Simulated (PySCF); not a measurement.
**Continuum solvent and chemical shifts**

Molfile (atoms numbered from 1):
```
C8H16BP
     RDKit          3D

 26 26  0  0  0  0  0  0  0  0999 V2000
    0.7258   -1.2897   -1.9088 B   0  0  0  0  0  0  0  0  0  0  0  0
    0.1873   -0.3779   -0.3219 P   0  0  2  0  0  0  0  0  0  0  0  0
   -1.6317   -0.2193   -0.2110 C   0  0  0  0  0  0  0  0  0  0  0  0
   -2.2241    0.4071    1.0411 C   0  0  0  0  0  0  0  0  0  0  0  0
    0.8768    1.3378   -0.3247 C   0  0  0  0  0  0  0  0  0  0  0  0
    0.7627    2.0806    0.9148 C   0  0  0  0  0  0  0  0  0  0  0  0
    0.6758    2.6841    1.9617 C   0  0  0  0  0  0  0  0  0  0  0  0
    0.7358   -1.0898    1.2409 C   0  0  0  0  0  0  0  0  0  0  0  0
    0.6879   -2.5880    1.4094 C   0  0  0  0  0  0  0  0  0  0  0  0
    2.0047   -1.9025    1.2731 C   0  0  0  0  0  0  0  0  0  0  0  0
    1.9499   -1.2626   -1.9287 H   0  0  0  0  0  0  0  0  0  0  0  0
    0.2443   -2.4141   -1.8441 H   0  0  0  0  0  0  0  0  0  0  0  0
    0.2181   -0.6097   -2.7947 H   0  0  0  0  0  0  0  0  0  0  0  0
   -1.9966   -1.2506   -0.3531 H   0  0  0  0  0  0  0  0  0  0  0  0
   -1.9293    0.3275   -1.1216 H   0  0  0  0  0  0  0  0  0  0  0  0
   -1.8969    1.4475    1.1755 H   0  0  0  0  0  0  0  0  0  0  0  0
   -1.9392   -0.1513    1.9456 H   0  0  0  0  0  0  0  0  0  0  0  0
   -3.3231    0.4018    0.9839 H   0  0  0  0  0  0  0  0  0  0  0  0
    1.9362    1.2181   -0.6079 H   0  0  0  0  0  0  0  0  0  0  0  0
    0.3909    1.8677   -1.1608 H   0  0  0  0  0  0  0  0  0  0  0  0
    0.6063    3.2278    2.8856 H   0  0  0  0  0  0  0  0  0  0  0  0
    0.5206   -0.4752    2.1215 H   0  0  0  0  0  0  0  0  0  0  0  0
    0.3435   -3.1820    0.5582 H   0  0  0  0  0  0  0  0  0  0  0  0
    0.3852   -2.9682    2.3886 H   0  0  0  0  0  0  0  0  0  0  0  0
    2.6335   -1.7901    2.1596 H   0  0  0  0  0  0  0  0  0  0  0  0
    2.5482   -2.0349    0.3338 H   0  0  0  0  0  0  0  0  0  0  0  0
  2  1  1  6
  2  3  1  0
  3  4  1  0
  2  5  1  0
  5  6  1  0
  6  7  3  0
  2  8  1  0
  8  9  1  0
  9 10  1  0
 10  8  1  0
  1 11  1  0
  1 12  1  0
  1 13  1  0
  3 14  1  0
  3 15  1  0
  4 16  1  0
  4 17  1  0
  4 18  1  0
  5 19  1  0
  5 20  1  0
  7 21  1  0
  8 22  1  0
  9 23  1  0
  9 24  1  0
 10 25  1  0
 10 26  1  0
M  CHG  2   1  -1   2   1
M  END
```

GIAO PBE0/pcSseg-1 in PySCF 2.14 on one PBE0-D3(BJ)/def2-SVP conformer, non-relativistic, equivalent nuclei averaged. Solvents enter as an IEF-PCM continuum (cyclohexane with ε = 2.0, tetrahydrofuran with ε = 7.4) around the gas-phase geometry. Shifts are referred to BF3·OEt2, TMS computed in the same medium.

Gas phase, δ in ppm: B1 -49.6, C6 82.4, C7 78.8, C3 24.8, C5 18.8, C4 9.6, C10 4.6, C9 3.6, C8 0.3, H19 2.61, H20 2.33, H21 2.05, H14 1.65, H15 1.53. Dipole moment 4.68 D.

(1) How does each δ change in the continuum?

(2) Which of the listed nuclei move most (in ppm), and what does the model miss?

## Answers

(1) 
```csv
atoms,environment,"Δδ, cyclohexane","Δδ, tetrahydrofuran"
B1,"boron bonded to P, 3 H",+0.1,+0.2
C6,alkyne carbon,+0.8,+1.6
C7,terminal alkyne carbon,+0.8,+1.7
C3,sp3 CH2 bonded to P,+0.1,+0.2
C5,propargylic sp3 CH2 bonded to P,-0.1,-0.2
C4,methyl carbon,+0.2,+0.5
C10,three-membered-ring carbon,+0.2,+0.5
C9,three-membered-ring carbon,+0.2,+0.5
C8,three-membered-ring carbon,+0.2,+0.5
H19,hydrogen on a propargylic sp3 CH2 bonded to P,+0.05,+0.08
H20,hydrogen on a propargylic sp3 CH2 bonded to P,+0.11,+0.23
H21,hydrogen on a terminal alkyne carbon,+0.17,+0.35
H14,hydrogen on an sp3 CH2 bonded to P,+0.04,+0.06
H15,hydrogen on an sp3 CH2 bonded to P,+0.07,+0.14
```

Changes are relative to the gas phase. The dipole moment becomes 5.21 D in cyclohexane, 5.80 D in tetrahydrofuran.

(2) C7 (terminal alkyne carbon, +1.7 ppm) in tetrahydrofuran. A continuum only polarises the solute; specific hydrogen bonds, the anisotropy of aromatic solvents and changes of geometry or conformer are outside it.
